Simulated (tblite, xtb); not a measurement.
C$_{6}$H$_{16}$N$_{2}$, charge -1, doublet, at the geometry of the source list (a state made from the parent by changing its charge; the spin is typed, not shown lowest). Base run: xtb with GFN1-xTB.

The xtb input:
```
$ xtb mol.xyz --gfn 1 --chrg -1 --uhf 1 --json

# file mol.xyz
24

C      2.41240000    -1.09460000     0.97750000
N      1.34980000    -0.27300000     0.44100000
C      1.86760000     0.93370000    -0.16730000
C      0.51700000    -1.04020000    -0.46510000
C     -0.68000000    -0.25830000    -1.01810000
N     -1.30650000     0.61790000    -0.04710000
C     -1.76190000    -0.09170000     1.12920000
C     -2.37730000     1.37450000    -0.65780000
H      2.98100000    -0.51240000     1.70130000
H      1.98200000    -1.95600000     1.48840000
H      3.10470000    -1.46230000     0.20110000
H      1.03490000     1.59190000    -0.39930000
H      2.44490000     0.73210000    -1.08520000
H      2.51830000     1.43740000     0.54630000
H      0.15820000    -1.91350000     0.08710000
H      1.09680000    -1.41460000    -1.33220000
H     -0.35230000     0.36710000    -1.85340000
H     -1.39960000    -0.99750000    -1.42300000
H     -0.89800000    -0.50100000     1.64530000
H     -2.26120000     0.61180000     1.79430000
H     -2.46660000    -0.90510000     0.88770000
H     -3.19590000     0.73580000    -1.03100000
H     -1.98270000     1.94980000    -1.49550000
H     -2.78580000     2.06820000     0.07570000
```

Programs used: tblite, xtb; a row that names a program was run with it.

Variants of this job, named by their change:

```csv
change,ΔE vs base (kJ/mol),G_solv (kcal/mol),SCF cycles
base,0.00,-,15
acc = 0.1,0.00,-,17
program = tblite; method = gfn1; option = --grad,0.00,-,-
acc = 0.0001,0.00,-,23
etemp = 1000,-7.41,-,14
gbsa = toluene,-182.3,-43.81,14
program = tblite; method = gfn1,0.00,-,-
alpb = acetone,-203.5,-49.31,14
```

ALPB and GBSA are two models with their own fitted parameters for each solvent, which aren't always the measured dielectric constant.
